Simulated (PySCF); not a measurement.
C5H8N2Si.
Geometry (GFN2-xTB, Å), atoms numbered from 1 in this order:
```xyz
16
C5H8N2Si angstrom
N     -2.3841    1.3488    0.7466
C     -2.5663    0.2036    0.2600
Si    -1.2671   -1.1336   -0.1621
N      0.3021   -0.4010    0.0737
C      1.3367   -0.8751    0.8397
C      2.3900   -0.0186    0.7620
C      2.0001    1.0388   -0.0954
C      0.7276    0.7738   -0.4961
H     -1.4091    1.5899    0.9345
H     -3.6104   -0.0399    0.0631
H     -1.4167   -1.5306   -1.5631
H     -1.3541   -2.2455    0.7795
H      1.2285   -1.7917    1.3851
H      3.3368   -0.1204    1.2551
H      2.5953    1.8868   -0.3720
H      0.0832    1.3236   -1.1547
```

Level of theory: TDDFT CAM-B3LYP/def2-SVPD, vertical, gas phase, core orbitals frozen in the response (PySCF).

Transition dipole moments from the ground state, in atomic units and in the frame of the coordinates above (overall signs are arbitrary), for the states with f of 0.002 or more among the lowest 8:

```
state  E (eV)      μx      μy      μz
   S4   6.218  -0.336   0.438  -0.462
   S5   6.267  -0.076  -0.051  -0.086
   S6   6.502  -0.174  -0.015  -0.234
   S7   6.516  -0.426   0.319  -0.093
   S8   6.739   0.643   0.407   0.015
```

(1) What oscillator strength does each state have?

(2) What angle do the transition dipoles of S7 and S8 make?

(3) How is the summed strength of these states shared among x, y and z?

(4) What peak molar absorption coefficient would the strongest computed level give as a lone Gaussian band 0.5 eV wide at half height?

## Answers

(1) f = (2/3) ΔE |μ|² with ΔE in hartree (27.2114 eV).

```
state  |μ|² (au)  |μ| (D)      f
   S4      0.518     1.83  0.079
   S5      0.016     0.32  0.002
   S6      0.085     0.74  0.014
   S7      0.292     1.37  0.047
   S8      0.579     1.93  0.096
```

(2) |cos θ| = |μa·μb| / (|μa| |μb|) = 0.35, so θ ≈ 69° (taken between 0 and 90°, since the signs are arbitrary).

(3) (2/3) Σ ΔE μα² gives 0.120 for x, 0.073 for y and 0.044 for z, 0.237 in all.

(4) ε(max) = 2.175×10⁸ f / FWHM, with the width in cm⁻¹. S8: 2.175×10⁸ × 0.0956 / 4033 ≈ 5200 L mol⁻¹ cm⁻¹.

One conformer stands for the species.
